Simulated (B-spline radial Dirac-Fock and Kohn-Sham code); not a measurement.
## Auger decay of the M4 hole in W⁴⁺

System: the W⁴⁺ ion, [Xe] 4f14 5d2.

Calculated with a radial finite-basis atomic code, using one-electron (LDA, Dirac) transition rates at Dirac-Fock energies. Kinetic energies are configuration averages from the vacuum level; the two-hole energies are estimated from single-hole states.

```tsv
transition	kinetic energy (eV)	width (meV)	share (%)
M4-N2N3	859.7	11.3	0.6
M4-N1N4	926.6	79.4	4.5
M4-N1N5	939.2	9.67	0.6
M4-N2N4	1033.3	69.5	4.0
M4-N3N4	1097.9	143	8.2
M4-N1N6	1154.0	29.9	1.7
M4-N1N7	1156.2	8.74	0.5
M4-N2N6	1258.5	18.9	1.1
M4-N2N7	1259.5	9.33	0.5
M4-N4N4	1268.3	127	7.2
M4-N4N5	1280.4	254	14.5
M4-N3N6	1325.7	8.75	0.5
M4-N4O1	1455.6	13.2	0.8
M4-N4O2	1490.9	11.1	0.6
M4-N4N7	1498.1	150	8.5
M4-N4N6	1498.4	122	6.9
M4-N4O3	1501.9	21.9	1.3
M4-N5N6	1508.6	132	7.5
M4-N5N7	1512.5	6.89	0.4
M4-N6N6	1724.6	114	6.5
M4-N6N7	1726.1	330	18.9
M4-N7N7	1728.9	6.96	0.4
```

The listed channels hold 96 % of the non-radiative rate. Summed by principal shells, of 1.75 eV in all: MNN 94.8 %, MNO 5.1 %.
